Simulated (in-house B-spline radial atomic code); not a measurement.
Computed with a B-spline radial atomic code. Model: two electrons, singlet ground state, non-relativistic, full CI in B-splines with partial waves to l = 8 (at full coupling up to 3e-4 hartree above the limit, correlation up to 0.6 % small), density held at that of full coupling by Lieb maximisation.

Along the adiabatic connection the electron repulsion is scaled by a coupling λ while a local potential keeps the density fixed. At λ = 0 the system is the Kohn-Sham one and W equals the exchange energy; the exchange-correlation energy is the area under W between 0 and 1. The kinetic energy rises with λ as the electrons avoid each other, with dT/dλ = −λ dW/dλ.

Command:
```bash
python run_ac.py task.json out
```
Settings (lengths in bohr, energies in hartree):
```
potential              yukawa
strength               3.08
lmax                   8
second                 1.24
```

Time taken, with all properties: 44 s on 1 thread of Intel(R) Xeon(R) Processor @ 2.30GHz, on a shared host.

**W = mean repulsion less Hartree energy, and W of three functionals.**

Given: confinement screened point charge; nuclear charge 3.08; screening of the nucleus 1.24 1/bohr; external potential -Z exp(-k r)/r.

Computed: LDA exchange minus exact 188.29 millihartree; PBE exchange minus exact 1.1772 millihartree.

```csv
coupling,W xc (hartree),W xc minus exchange (millihartree),kinetic minus Kohn-Sham (millihartree),LDA (PW92) W minus its exchange (millihartree),PBE W minus its exchange (millihartree),SCAN W minus its exchange (millihartree)
0,-1.4214,0,0,0,0,0
0.02,-1.4235,-2.035,0,-12.59,-1.64,-1.81
0.05,-1.4265,-5.061,0.1,-26.02,-4.12,-4.47
0.12,-1.4334,-12.003,0.7,-50.38,-9.98,-10.49
0.25,?,?,?,?,?,?
0.4,-1.4596,-38.21,7.5,-116.77,-33.15,-32.77
0.6,?,?,?,?,?,?
0.8,-1.4932,-71.784,27.5,-181.09,-64.18,-60.89
1,-1.5085,-87.076,41.2,-206.81,-78.64,-73.66
1.4,-1.5365,-115.07,74.7,-250.46,-105.53,-97.12
2,-1.573,-151.54,136.4,-303.02,-141.39,-128.02
3,-1.6223,-200.9,258.8,-369.85,-191.55,-170.92
4.5,-1.6777,-256.23,464,-442.49,-250.6,-221.14
7,-1.74,-318.54,816.4,-525.17,-322.07,-281.26
10,-1.7881,-366.64,1220.1,-592.01,-382.24,-330.54
```

Task: What belongs in the row 0.25?

Result: W xc (hartree): -1.4459; W xc minus exchange (millihartree): -24.471; kinetic minus Kohn-Sham (millihartree): 3; LDA (PW92) W minus its exchange (millihartree): -85.01; PBE W minus its exchange (millihartree): -20.84; SCAN W minus its exchange (millihartree): -21.15.

Task: What belongs in the row 0.6?

Result: W xc (hartree): -1.477; W xc minus exchange (millihartree): -55.525; kinetic minus Kohn-Sham (millihartree): 16.1; LDA (PW92) W minus its exchange (millihartree): -151.63; PBE W minus its exchange (millihartree): -49.02; SCAN W minus its exchange (millihartree): -47.3.

Task: What is the SCAN exchange minus exact?

Result: -15.857 millihartree.

**Energy parts, natural occupations and partial-wave weights.**

Computed: exchange energy -1.4214 hartree; kinetic part of the DFT correlation energy 0.041224 hartree; initial slope twice GL2 -0.10208 hartree; kinetic part over minus potential part 0.47342; Hartree energy 2.8429 hartree; Kohn-Sham kinetic 5.8701 hartree; Lieb Oxford ratio E_xc over LDA exchange 1.1899.

```json
{"natural": "s", "occupation of the shell (electrons)": "1.9894"}
{"natural": "s", "occupation of the shell (electrons)": "0.0062142"}
{"natural": "p", "occupation of the shell (electrons)": "0.0037991"}
{"natural": "d", "occupation of the shell (electrons)": "?"}
{"natural": "p", "occupation of the shell (electrons)": "0.00016476"}
{"natural": "s", "occupation of the shell (electrons)": "0.00012718"}
```

Task: What belongs in the row d?

Result: occupation of the shell (electrons): 0.00017945.

| wave | weight |
| --- | --- |
| s | 0.99789 |
| p | ? |
| d | 0.00010257 |
| f | 1.4581e-05 |
| g | 3.3824e-06 |

Task: What belongs in the row p?

Result: weight: 0.001991.

Task: What is the correlation energy?

Result: -0.045852 hartree.

Task: What is the total energy?

Result: -2.2031 hartree.

Half-way to full coupling W has made 54 % of its drop, against 50 % for a straight line, and second-order (GL2) theory, half the initial slope, overshoots the correlation energy by about 11 %: a moderate bend, as in light atoms. Over couplings 0 to 1 the errors in E_xc come to about +108 millihartree for LDA, +6.5 millihartree for PBE, -9.1 millihartree for SCAN, so PBE is nearest. In LDA and SCAN the errors of exchange and correlation have opposite signs, so the sum is smaller than the larger of the two.
